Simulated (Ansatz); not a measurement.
Li7Al, relaxed as a singlet with RKS PBE0-D4/def2-TZVP in Ansatz, starting from the GFN1-xTB geometry. Force threshold 0.02 eV/Å.

The restricted singlet is unstable towards broken spin symmetry in Hartree–Fock (as tested in another run); at PBE0-D4/def2-TZVP this wasn't settled. Another isomer (singlet) lies 0.26 eV lower at PBE0-D4/def2-TZVP; other spin states weren't run for this one.

Start:

```xyz
8

Al   -4.0146    0.3743   -0.9295
Li    0.5490    1.2259    1.0559
Li    2.1034   -0.9023    1.3604
Li    0.5514   -1.3317   -0.7914
Li   -0.3660   -1.1503    1.6742
Li   -1.4770    0.1167   -0.1421
Li    2.4296    0.4702   -0.6722
Li    0.2242    1.1972   -1.5552
```

Task: Estimate the energy that the relaxation releases and the steps that it takes.

Result: 3.59 eV, in 54 steps; 65 s on 4 threads of Arm Neoverse V2 on a shared host. No frequencies were taken in this run, so the end may be a saddle point.

Task: Does the start keep its bonding?

Result: Bonds lost: Li2–Li5, Li3–Li4, Li4–Li6, Li4–Li7, Li7–Li8 (atoms count from 1). Bonds formed: Al1–Li2, Al1–Li3, Al1–Li4, Al1–Li5, Al1–Li8 (atoms count from 1). Metal–metal contacts that move far: Li3–Li5 2.50 to 3.21 Å, Li6–Li8 2.46 to 3.12 Å, Li5–Li6 2.48 to 3.12 Å, Li2–Li6 2.60 to 3.20 Å, Li2–Li8 2.63 to 3.21 Å, Li3–Li7 2.47 to 3.05 Å.

Task: Predict the relaxed structure.

Result: 
Cartesian coordinates in Å:
```
Al -1.140 0.156 0.385
Li 1.021 1.799 -0.196
Li 1.355 -0.137 1.570
Li -2.825 -1.403 -1.004
Li -0.936 -2.349 1.169
Li 0.466 -1.135 -1.336
Li 3.601 1.917 1.430
Li -1.542 1.153 -2.018
```
Bond lengths (bridged metal pairs left out): 6 × Al–Li 2.63 to 2.78 Å; 5 × Li–Li 2.64 to 3.05 Å.
